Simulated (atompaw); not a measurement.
**LDA (PW92) PAW (atompaw) dataset for La, scalar-relativistic all-electron reference.**

```json
{"Element": "La (Z = 57)", "Generator": "atompaw 4.2.0.5", "Type": "PAW", "Functional": "LDA (PW92)", "Relativity": "scalar-relativistic", "Frozen core": "[Kr] 4d10", "Valence charge": "11", "Reference configuration": "4f0 5s2 5p6 5d1 6s1.5 6p0 (charge +0.5)", "Partial waves": "5s (bound): rc 2.45 bohr; 6s (bound): rc 2.65 bohr; 5p (bound): rc 3.00 bohr; 6p (bound, empty): rc 2.65 bohr; 5d (bound): rc 3.00 bohr; 5d channel at 0.95 Ry: rc 3.00 bohr; 4f (bound, empty): rc 1.05 bohr; 4f channel at 2.8 Ry: rc 1.05 bohr", "Local potential": "troulliermartins scheme with l = 4 at 0 Ry, radius 2.55 bohr", "Core correction": "smooth core density matched at 1.75 bohr", "Augmentation charge": "gaussian compensation charge, radius 2.95 bohr; PAW radius 3.00 bohr; waves and projectors: modrrkj vanderbiltortho"}
```

All-electron outer shells of the reference configuration (LDA (PW92), scalar-relativistic, ld1.x):

| shell | level (eV) | outermost node (bohr) | outermost maximum (bohr) |
| --- | --- | --- | --- |
| 4p | -202.44 | 0.34 | 0.63 |
| 4d | -106.66 | 0.32 | 0.68 |
| 5s | -41.89 | 0.77 | 1.41 |
| 5p | -25.28 | 0.83 | 1.58 |
| 4f | -7.40 | – | 0.75 |
| 6s | -6.13 | 1.85 | 3.65 |
| 5d | -5.84 | 0.95 | 2.21 |
| 6p | -3.41 | 2.19 | 4.63 |

**Question.** Estimate the cutoffs (Ry, on a coarse ladder) from which the occupation-weighted sum of valence levels, in a spherical-Bessel basis at the reference potential, stays within 10 and 1 mRy of its value at 400 Ry.

**Answer.** 8 Ry and 15 Ry. The cutoffs count occupied waves only; the empty 4f level needs 100 Ry at the loose tolerance.

**Question.** What does a ghost test show?

**Answer.** No extra level below or beside the all-electron valence levels (s, p, d, f tested). The logarithmic derivative shows an extra or strongly shifted pseudo pole above the reference energy (p near 1.11 Ry).

**Question.** Is the overlap operator S = 1 + Σ q|β⟩⟨β| positive definite (Bessel basis up to 400 Ry)?

**Answer.** Yes: its lowest eigenvalue is 0.06 (f channel).

**Question.** Which valence shell sets the plane-wave cutoff?

**Answer.** 5d: its level needs 10 Ry to come within 1 mRy, against 8 Ry for 6s.
